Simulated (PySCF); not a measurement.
C$_{7}$H$_{7}$ (SMILES [C]1=CC2C=CC1C2), doublet, geometry from GFN2-xTB; PBE/3-21G in PySCF.

Input for PySCF:
```python
from pyscf import gto, scf, dft

mol = gto.Mole()
mol.atom = '''
    C     1.096806   -0.692040    0.742836
    C     1.465115   -0.165421   -0.396948
    C     0.257160    0.706690   -0.823937
    C    -0.865458   -0.272563   -1.118095
    C    -1.193253   -0.856204    0.026576
    C    -0.301880   -0.264599    1.107974
    C    -0.198129    1.181610    0.572021
    H     2.356814   -0.273139   -0.978067
    H     0.471835    1.456968   -1.579832
    H    -1.255890   -0.449343   -2.102072
    H    -1.912258   -1.631328    0.209142
    H    -0.615248   -0.412225    2.136059
    H     0.548604    1.781332    1.090668
    H    -1.156030    1.702899    0.561539
'''
mol.basis = '3-21g'
mol.charge = 0
mol.spin = 1
mol.verbose = 4
mol.build()

mf = dft.UKS(mol)
mf.xc = 'pbe'
mf.kernel()
```

What the program printed (banner, timings and long lists left out):

```
PySCF version 2.14.0

[INPUT] verbose = 4
[INPUT] num. atoms = 14
[INPUT] num. electrons = 49
[INPUT] charge = 0
[INPUT] spin (= nelec alpha-beta = 2S) = 1
[INPUT] symmetry False subgroup None
[INPUT] Mole.unit = angstrom
[INPUT] Symbol           X                Y                Z      unit          X                Y                Z       unit  Magmom
[INPUT]  1 C      1.096806000000  -0.692040000000   0.742836000000 AA    2.072662951780  -1.307766067244   1.403756595467 Bohr   0.0
[INPUT]  2 C      1.465115000000  -0.165421000000  -0.396948000000 AA    2.768666090992  -0.312600385252  -0.750123005694 Bohr   0.0
[INPUT]  3 C      0.257160000000   0.706690000000  -0.823937000000 AA    0.485961970193   1.335450554969  -1.557015273896 Bohr   0.0
[INPUT]  4 C     -0.865458000000  -0.272563000000  -1.118095000000 AA   -1.635478592314  -0.515069421690  -2.112893331246 Bohr   0.0
[INPUT]  5 C     -1.193253000000  -0.856204000000   0.026576000000 AA   -2.254921367316  -1.617991066757   0.050221361486 Bohr   0.0
[INPUT]  6 C     -0.301880000000  -0.264599000000   1.107974000000 AA   -0.570470522484  -0.500019642834   2.093767413139 Bohr   0.0
[INPUT]  7 C     -0.198129000000   1.181610000000   0.572021000000 AA   -0.374409547334   2.232919286047   1.080963027500 Bohr   0.0
[INPUT]  8 H      2.356814000000  -0.273139000000  -0.978067000000 AA    4.453732986541  -0.516157903938  -1.848278761475 Bohr   0.0
[INPUT]  9 H      0.471835000000   1.456968000000  -1.579832000000 AA    0.891638925984   2.753270492255  -2.985449802824 Bohr   0.0
[INPUT] 10 H     -1.255890000000  -0.449343000000  -2.102072000000 AA   -2.373288142580  -0.849135205990  -3.972340374117 Bohr   0.0
[INPUT] 11 H     -1.912258000000  -1.631328000000   0.209142000000 AA   -3.613643899509  -3.082763139334   0.395221101144 Bohr   0.0
[INPUT] 12 H     -0.615248000000  -0.412225000000   2.136059000000 AA   -1.162650218686  -0.778992351699   4.036566495912 Bohr   0.0
[INPUT] 13 H      0.548604000000   1.781332000000   1.090668000000 AA    1.036711310841   3.366229616924   2.061063812827 Bohr   0.0
[INPUT] 14 H     -1.156030000000   1.702899000000   0.561539000000 AA   -2.184580091781   3.218012727796   1.061154918262 Bohr   0.0

nuclear repulsion = 280.202549167323
number of shells = 49
number of NR pGTOs = 126
number of NR cGTOs = 77
basis = 3-21g
ecp = {}

******** <class 'pyscf.dft.uks.UKS'> ********
method = UKS
initial guess = minao
damping factor = 0
level_shift factor = 0
DIIS = <class 'pyscf.scf.diis.CDIIS'>
diis_start_cycle = 1
diis_space = 8
diis_damp = 0
SCF conv_tol = 1e-09
SCF conv_tol_grad = None
SCF max_cycles = 50
direct_scf = True
direct_scf_tol = 1e-13
number electrons alpha = 25  beta = 24
XC library pyscf.dft.libxc version 7.1.2
    S. Lehtola, C. Steigemann, M. J. T. Oliveira, and M. A. L. Marques,  SoftwareX 7, 1–5 (2018)
XC functionals = pbe
    J. P. Perdew, K. Burke, and M. Ernzerhof,  Phys. Rev. Lett. 77, 3865 (1996)
    J. P. Perdew, K. Burke, and M. Ernzerhof,  Phys. Rev. Lett. 78, 1396 (1997)
    J. P. Perdew, K. Burke, and M. Ernzerhof,  Phys. Rev. Lett. 77, 3865 (1996)
    J. P. Perdew, K. Burke, and M. Ernzerhof,  Phys. Rev. Lett. 78, 1396 (1997)
radial grids:
    Treutler-Ahlrichs [JCP 102, 346 (1995); DOI:10.1063/1.469408] (M4) radial grids

becke partition: Becke, JCP 88, 2547 (1988); DOI:10.1063/1.454033
pruning grids: <function nwchem_prune>
grids dens level: 3
symmetrized grids: False
atomic radii adjust function: <function treutler_atomic_radii_adjust>
small_rho_cutoff = 0
Set gradient conv threshold to 3.16228e-05
tot grids = 167488
init E= -269.785425726004

cycle= 1 E= -268.911159428695  delta_E= 0.874  |g|= 0.269  |ddm|=  2.9
cycle= 2 E= -268.876553115282  delta_E= 0.0346  |g|= 0.375  |ddm|= 0.937
cycle= 3 E= -268.945315680669  delta_E= -0.0688  |g|= 0.12  |ddm|=  0.6
cycle= 4 E= -268.953238082925  delta_E= -0.00792  |g|= 0.0336  |ddm|= 0.17
cycle= 5 E= -268.953736540554  delta_E= -0.000498  |g|= 0.0178  |ddm|= 0.0641
cycle= 6 E= -268.953908934283  delta_E= -0.000172  |g|= 0.00571  |ddm|= 0.0254
cycle= 7 E= -268.953930474196  delta_E= -2.15e-05  |g|= 0.00305  |ddm|= 0.0108
cycle= 8 E= -268.953938868674  delta_E= -8.39e-06  |g|= 0.000641  |ddm|= 0.00625
cycle= 9 E= -268.953940179886  delta_E= -1.31e-06  |g|= 0.000178  |ddm|= 0.00393
cycle= 10 E= -268.953940212406  delta_E= -3.25e-08  |g|= 0.000102  |ddm|= 0.0006
cycle= 11 E= -268.953940218085  delta_E= -5.68e-09  |g|= 3.25e-05  |ddm|= 0.000202
cycle= 12 E= -268.953940218754  delta_E= -6.69e-10  |g|= 9.41e-06  |ddm|= 7.18e-05
Extra cycle  E= -268.953940218536  delta_E= 2.17e-10  |g|= 2.23e-05  |ddm|= 3.78e-05
converged SCF energy = -268.953940218536  <S^2> = 0.75971321  2S+1 = 2.0096897
```
